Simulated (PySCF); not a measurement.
# Correlation energy of Ti (titanium, neutral)

Starting occupation: [Ar] 3d2 4s2, 3d3/2 with m_j = +1/2, +3/2. Calculation: PySCF 2.14, in x2c-QZVPPall-2c; X2C-1e with screened-nucleus spin-orbit coupling, Gaussian nucleus. Frozen: [Ne]; 12 electrons correlated; the 8 highest virtual spinors left out.

MP2 pair energies summed by pair of shells (mhartree):

```json
{"pair": "3p-3p", "energy": "-131.30", "share (%)": "38.6"}
{"pair": "3d-3p", "energy": "-81.26", "share (%)": "23.9"}
{"pair": "3p-3s", "energy": "-39.83", "share (%)": "11.7"}
{"pair": "3p-4s", "energy": "-23.58", "share (%)": "6.9"}
{"pair": "4s-4s", "energy": "-21.61", "share (%)": "6.4"}
{"pair": "3d-4s", "energy": "-15.45", "share (%)": "4.5"}
{"pair": "3d-3s", "energy": "-12.46", "share (%)": "3.7"}
{"pair": "3s-3s", "energy": "-7.29", "share (%)": "2.1"}
{"pair": "3d-3d", "energy": "-5.58", "share (%)": "1.6"}
{"pair": "3s-4s", "energy": "-1.53", "share (%)": "0.4"}
```

Total MP2 correlation energy: -339.88 mhartree.

The GHF reference relaxed away from the jj start to a determinant that is no pure jj level (⟨S²⟩ = 2.01, ⟨J²⟩ = 7.87); the energies belong to that determinant.

This basis was not built for core-valence correlation, so the inner-shell part is incomplete.
